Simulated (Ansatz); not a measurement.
Abridged output of a molecular run in Ansatz:

```
Functional definition: HF
1117 factors; integrals over basis functions are off by at most 1.3e-3 eV
mean field evaluation 1: about -62314.2093 eV, gradient 4.0e1 eV
mean field evaluation 2: about -62314.2954 eV, gradient 4.0e1 eV
mean field evaluation 4: about -62317.9882 eV, gradient 4.0e0 eV
mean field evaluation 8: about -62318.0633 eV, gradient 4.7e-1 eV
mean field -62318.06548700 eV, -2290.1466659453 hartree, gradient 1.4e-6 eV, S^2 0.000000; 0 other end points of the search recorded, 0 dependent functions left out
13 core orbitals not correlated: weight in the atoms' cores, before any rotation towards them, 1.000 or more for the frozen orbitals, at most 0.000 for the correlated occupied ones
reference -62318.06548700 eV, -2290.1466659453 hartree; 19, 19 occupied and 81, 81 virtual orbitals, 1117 factors
second order -21.89543117 eV of doubles, -0.00000000 eV of singles
cycle   1  -21.83315234 eV  change    6.2e-2 eV  update   1.3e-1
cycle   2  -22.58282080 eV  change   -7.5e-1 eV  update   4.0e-2
cycle   3  -22.75867556 eV  change   -1.8e-1 eV  update   2.2e-2
cycle   4  -22.73953305 eV  change    1.9e-2 eV  update   5.8e-3
cycle   5  -22.73861375 eV  change    9.2e-4 eV  update   2.6e-3
cycle   6  -22.73955525 eV  change   -9.4e-4 eV  update   7.9e-4
cycle   7  -22.73895148 eV  change    6.0e-4 eV  update   3.2e-4
cycle   8  -22.73888851 eV  change    6.3e-5 eV  update   1.2e-4
cycle   9  -22.73897131 eV  change   -8.3e-5 eV  update   5.0e-5
cycle  10  -22.73896144 eV  change    9.9e-6 eV  update   1.9e-5
perturbative correction -0.70797189 eV, -0.0260174871 hartree
Total energy: -62341.51242033 eV, -2291.0083248522 hartree
```

Its atoms:

```xyz
10

B    -1.639   -0.745   -1.290
O    -0.388   -0.336   -0.920
C    -0.178    0.598    0.073
O    -0.933    1.493    0.279
Ge    1.549    0.278    1.022
H    -1.686   -1.463   -2.242
H    -2.591   -0.418   -0.650
H     2.682    0.371   -0.005
H     1.502   -1.129    1.629
H     1.681    1.351    2.104
```

(1) Which basis set was used?
A. cc-pV(T+d)Z
B. cc-pV(Q+d)Z
C. def2-SVPD
D. def2-SVP

(2) Write the keys of the input that set method, charge and spin (a neutral closed shell needs none for the last two).

Results:

(1) D. It gives 113 functions.

(2) 
```yaml
correlation: {method: ccsd_t}
```
